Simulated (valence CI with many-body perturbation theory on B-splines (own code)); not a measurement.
## E1 transitions of Pb LXIX

Computed by relativistic CI+MBPT: four valence electrons over a frozen Dirac-Fock core [Ne], radial functions for each j: 11 s, 11 p, 10 d, 8 f, 5 g, 2 h, with the one-electron correlation potential Σ1, the two-electron term Σ2, the three-electron term Σ3, Breit, model QED; selected CI, second order for the rest, scaled by the run's own slope (own B-spline code, finite nucleus).

No measured spectrum was set against this ion. As an estimate, large intervals hold to a few tenths of a per cent, small ones and those within an open d or f shell to about a per cent. Among the levels kept, up to 570 cm⁻¹ of a level comes from second order outside the variational space, and about a tenth of that is noise between levels of different J, which matters for small intervals.

Lines 51 to 100 of 545 in falling wavelength, among levels below 2543.2 eV, chosen from the strongest by gf and those to the six lowest levels. Wavelengths and rates use the calculated energies. Electric multipoles are in the length gauge, E1 and E2 with the static RPA response of the core. Weak lines are less certain than strong ones. Lines between different terms over intervals too small for the method are left out, as are lines whose strength nearly cancels. The highest levels of a list are the least certain.

Levels are named by their leading jj configuration (3d3/2^4 stands for four electrons in 3d with j = 3/2), which in mixed levels can hold well under half, so a name can repeat and another be missing. Letters in brackets count levels of one name in rising energy.

| λ vac (Å) | Upper | Lower | A (s⁻¹) | S (a.u.) with core polarisation | S without |
| --- | --- | --- | --- | --- | --- |
| 55.58 | (3p1/2 3p3/2^3) J=1 | (3s 3p3/2^3) J=2 | 6.60e+10 | 1.68e-02 | 1.70e-02 |
| 55.17 | (3p1/2^2 3p3/2 3d5/2) J=3 | (3s 3p1/2 3p3/2 3d5/2) J=4 [c] | 3.54e+10 | 2.05e-02 | 2.08e-02 |
| 54.90 | (3s 3p1/2^2 3d3/2) J=1 | (3s 3p1/2^2 3p3/2) J=1 | 2.01e+10 | 4.93e-03 | 4.99e-03 |
| 54.68 | (3p1/2^2 3d5/2^2) J=2 | (3s 3p1/2 3d5/2^2) J=3 [a] | 9.87e+10 | 3.98e-02 | 4.04e-02 |
| 54.46 | (3s 3p1/2 3p3/2 3d5/2) J=3 [c] | (3s^2 3p3/2 3d5/2) J=4 | 4.33e+10 | 2.42e-02 | 2.45e-02 |
| 54.07 | (3p1/2^2 3d3/2 3d5/2) J=4 | (3s 3p1/2 3d3/2 3d5/2) J=4 [b] | 3.51e+10 | 2.47e-02 | 2.50e-02 |
| 53.85 | (3s 3p1/2^2 3p3/2) J=1 | (3s^2 3p1/2 3p3/2) J=1 | 2.05e+10 | 4.74e-03 | 4.80e-03 |
| 53.82 | (3p1/2^2 3d5/2^2) J=4 | (3s 3p1/2 3d5/2^2) J=5 | 9.33e+10 | 6.46e-02 | 6.55e-02 |
| 53.66 | (3s 3p1/2 3p3/2 3d5/2) J=4 [c] | (3s^2 3p3/2 3d5/2) J=4 | 2.58e+10 | 1.77e-02 | 1.79e-02 |
| 53.59 | (3s 3p1/2 3p3/2 3d3/2) J=2 [d] | (3s^2 3p3/2 3d3/2) J=3 | 4.48e+10 | 1.70e-02 | 1.73e-02 |
| 53.40 | (3p1/2^2 3d3/2 3d5/2) J=4 | (3s 3p1/2 3d3/2 3d5/2) J=5 | 9.52e+10 | 6.44e-02 | 6.53e-02 |
| 52.93 | (3p1/2 3p3/2^2 3d3/2) J=2 [b] | (3s 3p3/2^2 3d3/2) J=3 [a] | 4.89e+10 | 1.79e-02 | 1.81e-02 |
| 52.88 | (3s 3p1/2^2 3d3/2) J=2 | (3s 3p1/2^2 3p3/2) J=1 | 1.09e+10 | 3.97e-03 | 4.02e-03 |
| 52.72 | (3p1/2^2 3p3/2 3d3/2) J=2 | (3s 3p1/2 3p3/2 3d3/2) J=3 [a] | 5.27e+10 | 1.90e-02 | 1.93e-02 |
| 52.71 | (3p1/2^2 3p3/2 3d5/2) J=4 | (3s 3p1/2 3p3/2 3d5/2) J=5 | 8.13e+10 | 5.29e-02 | 5.36e-02 |
| 52.69 | (3p1/2^2 3d3/2 3d5/2) J=3 | (3s 3p1/2 3d3/2 3d5/2) J=2 [a] | 2.86e+10 | 1.44e-02 | 1.46e-02 |
| 52.65 | (3p1/2 3p3/2^2 3d3/2) J=3 [b] | (3s 3p3/2^2 3d3/2) J=4 | 7.91e+10 | 3.99e-02 | 4.05e-02 |
| 52.40 | (3p1/2^2 3d3/2 3d5/2) J=3 | (3s 3p1/2 3d3/2 3d5/2) J=4 [a] | 8.47e+10 | 4.21e-02 | 4.27e-02 |
| 52.26 | (3p1/2^2 3d3/2^2) J=2 | (3s 3p1/2 3d3/2^2) J=2 [a] | 5.78e+10 | 2.04e-02 | 2.06e-02 |
| 52.14 | (3p1/2^2 3p3/2 3d3/2) J=3 | (3s 3p1/2 3p3/2 3d3/2) J=4 | 1.05e+11 | 5.13e-02 | 5.20e-02 |
| 52.03 | (3p1/2^2 3p3/2^2) J=2 | (3s 3p1/2 3p3/2^2) J=3 | 9.04e+10 | 3.14e-02 | 3.19e-02 |
| 51.98 | (3s 3p1/2 3d3/2 3d5/2) J=2 [a] | (3s 3p1/2 3p3/2 3d5/2) J=3 [b] | 3.78e+10 | 1.31e-02 | 1.33e-02 |
| 51.59 | (3s^2 3p1/2 3d3/2) J=2 | (3s^2 3p1/2 3p3/2) J=2 | 1.38e+10 | 4.67e-03 | 4.73e-03 |
| 51.49 | (3p1/2^2 3p3/2 3d5/2) J=3 | (3s 3p1/2 3p3/2 3d5/2) J=4 [b] | 4.72e+10 | 2.23e-02 | 2.26e-02 |
| 51.36 | (3p1/2^2 3d3/2^2) J=2 | (3p1/2^2 3p3/2 3d3/2) J=3 | 5.75e+10 | 1.92e-02 | 1.95e-02 |
| 51.22 | (3p1/2^2 3d3/2 3d5/2) J=2 | (3p1/2^2 3p3/2 3d5/2) J=3 | 6.19e+10 | 2.05e-02 | 2.08e-02 |
| 50.01 | (3p1/2^2 3d5/2^2) J=4 | (3s 3p1/2 3d5/2^2) J=4 [a] | 2.04e+10 | 1.13e-02 | 1.15e-02 |
| 49.78 | (3p1/2^2 3p3/2 3d3/2) J=1 | (3p1/2^2 3p3/2^2) J=2 | 9.87e+10 | 1.80e-02 | 1.83e-02 |
| 49.46 | (3s^2 3p1/2 3d3/2) J=2 | (3s^2 3p1/2 3p3/2) J=1 | 3.13e+08 | 9.36e-05 | 9.44e-05 |
| 48.48 | (3s 3p1/2^2 3d3/2) J=1 | (3s 3p1/2^2 3p3/2) J=2 | 7.58e+09 | 1.28e-03 | 1.29e-03 |
| 47.94 | (3s 3p1/2 3d3/2 3d5/2) J=4 [b] | (3s 3p1/2 3p3/2 3d5/2) J=4 [b] | 2.66e+10 | 1.30e-02 | 1.32e-02 |
| 47.42 | (3p1/2^2 3p3/2 3d5/2) J=4 | (3s 3p1/2 3p3/2 3d5/2) J=4 [a] | 4.38e+10 | 2.07e-02 | 2.10e-02 |
| 46.91 | (3s 3p1/2^2 3d3/2) J=2 | (3s 3p1/2^2 3p3/2) J=2 | 1.51e+10 | 3.85e-03 | 3.89e-03 |
| 44.67 | (3p1/2^2 3d3/2 3d5/2) J=4 | (3p1/2^2 3p3/2 3d5/2) J=4 | 3.63e+10 | 1.44e-02 | 1.45e-02 |
| 44.19 | (3s 3p1/2 3d3/2 3d5/2) J=5 | (3s 3p1/2 3p3/2 3d5/2) J=5 | 2.40e+10 | 1.12e-02 | 1.14e-02 |
| 42.34 | (3s^2 3p1/2 3d3/2) J=1 | (3s^2 3p1/2 3p3/2) J=2 | 8.76e+09 | 9.85e-04 | 1.00e-03 |
| 40.90 | (3s^2 3p1/2 3d3/2) J=1 | (3s^2 3p1/2 3p3/2) J=1 | 3.00e+09 | 3.04e-04 | 3.07e-04 |
| 36.64 | (3s 3p1/2 3d3/2 3d5/2) J=3 [d] | (3s^2 3d3/2^2) J=2 | 4.64e+10 | 7.89e-03 | 7.98e-03 |
| 35.95 | (3s^2 3p3/2^2) J=2 | (3s^2 3p1/2 3d3/2) J=2 | 2.66e+08 | 3.05e-05 | 3.10e-05 |
| 35.07 | (3s 3p1/2^2 3d5/2) J=3 | (3s^2 3p1/2 3d3/2) J=2 | 1.54e+09 | 2.30e-04 | 2.32e-04 |
| 34.23 | (3s 3p1/2 3d5/2^2) J=4 [a] | (3s 3p1/2 3p3/2 3d5/2) J=3 [c] | 5.47e+10 | 9.74e-03 | 9.85e-03 |
| 33.94 | (3s^2 3p3/2^2) J=2 | (3s 3p1/2^2 3p3/2) J=1 | 8.43e+08 | 8.13e-05 | 8.25e-05 |
| 33.55 | (3s 3p1/2^2 3d5/2) J=2 | (3s^2 3p1/2 3d3/2) J=2 | 2.99e+08 | 2.79e-05 | 2.84e-05 |
| 33.54 | (3s 3p1/2 3d5/2^2) J=3 [b] | (3s 3p1/2 3p3/2 3d5/2) J=2 [d] | 3.14e+11 | 4.09e-02 | 4.14e-02 |
| 33.27 | (3s 3p1/2 3d5/2^2) J=3 [a] | (3s 3p1/2 3p3/2 3d5/2) J=2 [c] | 1.03e+11 | 1.31e-02 | 1.33e-02 |
| 33.25 | (3s 3p1/2 3d3/2 3d5/2) J=3 [b] | (3s 3p1/2 3p3/2 3d3/2) J=3 [c] | 8.77e+10 | 1.11e-02 | 1.13e-02 |
| 33.13 | (3s 3p1/2 3d5/2^2) J=2 [b] | (3s 3p1/2 3p3/2 3d5/2) J=2 [d] | 8.41e+10 | 7.55e-03 | 7.63e-03 |
| 32.98 | (3s 3p1/2 3d5/2^2) J=4 [b] | (3s 3p1/2 3p3/2 3d5/2) J=3 [d] | 4.15e+11 | 6.61e-02 | 6.68e-02 |
| 32.95 | (3s 3p1/2 3d5/2^2) J=5 | (3s 3p1/2 3p3/2 3d5/2) J=4 [c] | 1.85e+11 | 3.59e-02 | 3.63e-02 |
| 32.87 | (3s 3p1/2 3d3/2 3d5/2) J=4 [b] | (3s 3p1/2 3p3/2 3d3/2) J=3 [c] | 2.13e+11 | 3.36e-02 | 3.39e-02 |
